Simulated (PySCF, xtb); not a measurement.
ClH6NSSi2, SMILES N[SiH2]S[SiH2]Cl.

GFN2-xTB (xtb 6.7.1) at its own geometry gives an orbital gap of 4.53 eV and a dipole moment of 2.29 D.

Geometry optimised at B3LYP-D3(BJ)/def2-SVP. This is a generated structure with no PubChem entry under its InChIKey; it may be hypothetical. One conformer was computed; it need not be the lowest.

Q: What does PySCF with PBE/def2-TZVP give? (Estimate from the structure and the level; the computed values follow.)

A: gap 5.19 eV (levels -6.27 and -1.09 eV), dipole 0.61 D.
